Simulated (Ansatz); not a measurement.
Basis-set extrapolation for C$_{2}$H$_{7}$ClFNSi$_{2}$, SMILES `C=C[SiH](F)N[SiH2]Cl` (PBE0-D4/def2-TZVP geometry, frozen core, Ansatz 0.2.0). Multiplicity 1, RHF reference.

|  | def2-TZVPP | def2-QZVPP |
| --- | --- | --- |
| HF | -1271.380896 | -1271.423413 |
| MP2 correlation | -1.205497 | -1.304457 |
| CCSD(T) correlation | -1.317340 | not run |

Energies in hartree. Use E(X) = E(∞) + A·exp(−7.88·√X) for Hartree–Fock and E(X) = E(∞) + B·X^(−2.97) for correlation, with X = 3 and 4, and add CCSD(T) minus MP2 of the smaller set to the MP2 limit.

Problem. What is the CCSD(T) energy at the basis-set limit?

Solution. HF limit: -1271.423413 + (-0.042517) × 0.13774 = -1271.42927. MP2 limit: -1.304457 + (-0.098960) × 0.74074 = -1.37776. Higher-order term: -1.317340 − (-1.205497) = -0.11184. Total: -1272.91887 hartree, 6.00 eV below CCSD(T)/def2-TZVPP.
